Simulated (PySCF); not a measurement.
# Ge (germanium, neutral) across methods

[Ar] 3d10 4s2 4p1 5s1, high-spin 3P determinant (an excited configuration). All numbers are calculated (PySCF 2.14, scalar relativity by spin-free X2C-1e, in x2c-TZVPPall with one added diffuse shell each of s, p, d type (7s6p5d1f, 57 functions)).

| method | E (hartree) | mean ε 4s β (eV) | mean ε 4p α (eV) | mean ε 5s α (eV) | Σ⟨r²⟩ (bohr²) | ⟨S²⟩ |
| --- | --- | --- | --- | --- | --- | --- |
| UHF | -2096.87567 | -17.168 | -10.512 | -2.728 | 64.17 | 2.010 |
| r2SCAN | -2098.511 | -14.570 | -7.205 | -1.621 | 63.11 | 2.005 |
| r2SCAN0 | -2098.479 | -15.509 | -8.162 | -1.961 | 63.13 | 2.005 |
| PBE | -2098.253 | -14.240 | -6.813 | -1.657 | 63.11 | 2.002 |
| B3LYP | -2098.592 | -15.266 | -7.573 | -1.832 | 62.90 | 2.002 |
| PBE0 | -2098.278 | -15.234 | -7.885 | -2.017 | 63.25 | 2.003 |
| PBEsol | -2096.685 | -14.277 | -6.793 | -1.648 | 62.99 | 2.002 |
| BLYP | -2098.647 | -14.314 | -6.567 | -1.409 | 62.84 | 2.001 |

Question: Estimate the same row for LDA.

Answer: E (hartree) = -2095.250; mean ε 4s β (eV) = -14.591; mean ε 4p α (eV) = -6.823; mean ε 5s α (eV) = -1.644; Σ⟨r²⟩ (bohr²) = 62.51; ⟨S²⟩ = 2.001.

The outer electron is Rydberg-like, and this basis confines it to a smaller radius and binds it less than a complete one would.
